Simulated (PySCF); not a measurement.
Screening by computed properties: pick the candidate that meets the target.

All species are isolated and taken at one optimised geometry, non-relativistic unless stated. Electronic properties by PySCF.

Dipoles, sizes and rotational constants follow the conformer. The torsions of the flexible species, by atom-mapped SMILES:
- `[CH2:1]=[CH:2][CH+:3][CH3:4]`: C1–C2–C3–C4 0°
- `[O:1]=[CH:2][c:3]1[cH:4][p:5][cH:6][cH:7][c:8]1[F:9]`: O1–C2–C3–C4 0°
- `[CH2:1]=[CH:2][c:3]1[cH:4][cH:5][cH:6][c:7]2[cH:8][cH:9][cH:10][cH:11][c:12]12`: C1–C2–C3–C4 -36°

Question: Wanted: HOMO–LUMO gap above 9 eV (CAM-B3LYP/def2-SVPD) and electronic spatial extent ⟨r²⟩ about the centre of nuclear charge below 1000 bohr² (CAM-B3LYP/def2-SVPD), at PBE0-D3(BJ)/def2-SVP geometries. Which candidate meets both?
A. `O=Cc1cpccc1F`
B. `C=Cc1cccc2ccccc12`
C. `C=[CH][GaH2]`
D. `[SiH3]/C=C\[SiH3]`
E. `C=C[CH+]C`

Answer: D. Computed values:
```csv
species,HOMO–LUMO gap,electronic spatial extent ⟨r²⟩ about the centre of nuclear charge
C=Cc1cccc2ccccc12,6.77 eV,1993 bohr²
O=Cc1cpccc1F,7.17 eV,1333 bohr²
C=C[CH+]C,7.76 eV,307 bohr²
C=[CH][GaH2],8.61 eV,365 bohr²
[SiH3]/C=C\[SiH3],9.24 eV,704 bohr²
```

Question: Wanted: HOMO energy between -13 eV and -9.4 eV (CAM-B3LYP/def2-SVPD) and static isotropic polarisability below 90 au (CAM-B3LYP/def2-SVPD), at PBE0-D3(BJ)/def2-SVP geometries. Which candidate meets both?
A. `C=[CH][GaH2]`
B. `[SiH3]/C=C\[SiH3]`
C. `O=Cc1cpccc1F`
D. `C=Cc1cccc2ccccc12`
E. `C=C[CH+]C`

Answer: A. Computed values:
| species | HOMO energy | static isotropic polarisability |
| --- | --- | --- |
| C=C[CH+]C | -16.10 eV | 47.4 au |
| C=[CH][GaH2] | -9.44 eV | 55.8 au |
| [SiH3]/C=C\[SiH3] | -9.26 eV | 81.6 au |
| O=Cc1cpccc1F | -8.64 eV | 97.4 au |
| C=Cc1cccc2ccccc12 | -7.26 eV | 145.2 au |

Question: Wanted: smallest rotational constant between 1 GHz and 4 GHz (PBE0-D3(BJ)/def2-SVP) and lowest singlet excitation below 5.5 eV (TDDFT CAM-B3LYP/def2-SVPD), at PBE0-D3(BJ)/def2-SVP geometries. Which candidate meets both?
A. `O=Cc1cpccc1F`
B. `C=Cc1cccc2ccccc12`
C. `C=[CH][GaH2]`
D. `[SiH3]/C=C\[SiH3]`
E. `C=C[CH+]C`

Answer: C. Computed values:
| species | smallest rotational constant | lowest singlet excitation |
| --- | --- | --- |
| C=Cc1cccc2ccccc12 | 0.561 GHz | 4.31 eV |
| O=Cc1cpccc1F | 0.778 GHz | 3.73 eV |
| [SiH3]/C=C\[SiH3] | 1.806 GHz | 5.84 eV |
| C=[CH][GaH2] | 3.611 GHz | 4.87 eV |
| C=C[CH+]C | 4.360 GHz | 5.16 eV |
